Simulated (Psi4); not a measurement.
Pair of molecules, SMILES O with SMILES CF, pulled apart as rigid monomers along the line of their centres of mass from the B3LYP-D3(BJ)/def2-TZVP minimum (SMILES order as in the coordinates).
Starting geometry (charge 0, multiplicity 1):
```xyz
8

O     -0.1214    -0.0633     0.5828
H      0.0078     0.6366    -0.0644
H     -0.4799     0.3723     1.3672
C      0.4579    -0.3004     3.8082
F     -0.4778     0.6387     3.3495
H     -0.0737    -1.0533     4.3888
H      0.9402    -0.7493     2.9415
H      1.1838     0.2215     4.4308
```

Computed with SAPT0/jun-cc-pV(D+d)Z (Psi4 1.11).

```csv
H3···F5 (Å),electrostatics (meV),exchange (meV),induction (meV),dispersion (meV),total
1.80,-398.5,443.8,[?],[?],-140.4
2.00,-273.2,207.3,-52.1,-53.2,-171.1
2.30,-169.9,65.4,-20.4,-28.4,-153.3
2.80,-92.7,9.4,-5.4,-11.2,-100.0
3.60,-45.8,0.4,-1.1,-3.2,-49.8
```

What belongs in the gaps?


- 1.80, dispersion (meV): -83.4
- 1.80, induction (meV): -102.4
